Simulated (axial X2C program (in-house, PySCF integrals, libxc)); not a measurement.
## Low determinants of WC⁺ at the PBE0 level, spin-free

Calculated with an in-house all-electron X2C program for linear molecules (integrals from PySCF). Spin-free means the one-electron spin-free X2C Hamiltonian. Basis: W dyall-cv3z [13s14p9d7f4g], C dyall-v3z [7s6p2d1f] (cores contracted in-house); Gaussian nuclei, density fitting, unrestricted open shells. Masses: W 183.951 u, C 12.000 u.

Search at 1.683 Å (vertical energies from the lowest determinant):

```tsv
ΔE (eV)	state	electrons beyond evenly filled partner blocks	electrons in σ, π, δ, φ
0.00	M_S = 1/2, Λ = 2	δ+α	30 32 13 4
0.33	M_S = 3/2, Λ = 2	2 × σα, δ+α	30 32 13 4
0.45	M_S = 3/2, Λ = 0	σα, δ+α, δ-α	29 32 14 4
0.56	M_S = 1/2, Λ = 0	σβ, δ+α, δ-α	29 32 14 4
0.98	M_S = 1/2, Λ = 0	σα	31 32 12 4
1.10	M_S = 3/2, Λ = 1	π+α, π+β, π-α, δ+α, δ-α	30 31 14 4
1.15	M_S = 1/2, Λ = 2	2 × σα, δ+β	30 32 13 4
```

Lowest determinant, M_S = 1/2, Λ = 2 (beyond evenly filled blocks: δ+α): Re = 1.678 Å, ωe = 1059.2 cm⁻¹.

The determinant in row 2 of the search, M_S = 3/2, Λ = 2 (beyond evenly filled blocks: 2 × σα, δ+α), was followed along the bond at PBE0; measured from the minimum of the lowest determinant it gives:

Te = 0.304 eV (2451 cm⁻¹), Re = 1.716 Å, ωe = 1093.1 cm⁻¹.

Problem. Compare the bond of the determinant in row 2 with that of the lowest one.

Solution. At PBE0 its Re is 0.038 Å longer and its force constant, which goes as ωe², is 1.07 times that of the lowest determinant. This determinant mixes spin states, so it has no term energy of its own.

The search compares states at one distance, so a state with another bond length can lie lower; it is not exhaustive and yields mostly the lowest determinant of each block pattern, so other components and higher states of one pattern are missing. These are energies of single determinants, not of spin-adapted states; PBE0 term energies can be off by some tenths of an eV, and the functional has no current term. The lowest determinant need not be the ground state where others lie within half an eV. Spin–orbit coupling is large for these atoms, so the spin-free order is a model. Row 1 is spin-contaminated (⟨S²⟩ = 1.50 against 0.75), so its values are not those of a pure state. Row 2 is spin-contaminated (⟨S²⟩ = 3.77 against 3.75), so its values are not those of a pure state.
